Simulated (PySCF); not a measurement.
A GIAO shielding run with PySCF 2.14.0 with density-fitted response routines (density fitting, non-relativistic, gas phase) on SMILES [SiH3]CS[SiH]1CC=CC1, C5H12SSi2:

```
$ OMP_NUM_THREADS=1 python probes_run.py task.json out

{"job": {"kind": "nmr", "xc": "PBE0", "basis": "pcSseg-1"}, "charge": 0, "multiplicity": 1}
Si     2.972709    -0.264607     1.029209
C      2.515288     1.170119    -0.134553
S      0.827963     1.821332     0.145680
Si    -0.386054     0.284374    -0.727453
C     -0.870246    -1.173169     0.404632
C     -2.370072    -1.142889     0.379851
C     -2.985885    -0.162312    -0.256174
C     -2.173277     0.893938    -0.938753
H      4.415538    -0.477201     0.902508
H      2.610925     0.095615     2.396644
H      2.245496    -1.459625     0.596238
H      2.587054     0.896645    -1.185219
H      3.163943     2.027676     0.031403
H      0.264506    -0.138123    -1.972871
H     -0.516364    -1.062282     1.432575
H     -0.508361    -2.141564     0.055990
H     -2.905567    -1.925546     0.897768
H     -4.062999    -0.085394    -0.296344
H     -2.476446     0.989562    -1.981164
H     -2.353299     1.864128    -0.472728
```

Hardware: 1 thread of an Arm Neoverse N1, shared host. The job also computes population analyses, field gradients, ring-centre shieldings.

Q: How large is the calculation?

A: 86 electrons, 217 basis functions and 1194 auxiliary functions.

Q: How long does it take, and how much memory does it need?

A: 87 s of wall time, with 12 SCF cycles and 5 response iterations; peak memory 0.94 GiB. Times on a shared host scatter by some tens of per cent.
